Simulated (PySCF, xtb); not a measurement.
C2H6F2OSi, SMILES C(F)[Si@@H](F)CO.

xtb with GFN2-xTB at its own geometry gives an orbital gap of 5.49 eV and a dipole moment of 1.31 D.

Geometry optimised at TPSSh-D3(BJ)/def2-SVP. The structure was generated by enumeration; whether it is a known compound was not checked. One conformer was computed; it need not be the lowest.

Problem. What does CAM-B3LYP/def2-TZVP run with PySCF give? (The exact figures need the calculation; the answer reports its results.)

Solution. gap 10.17 eV (levels -9.14 and 1.02 eV), dipole 1.39 D.
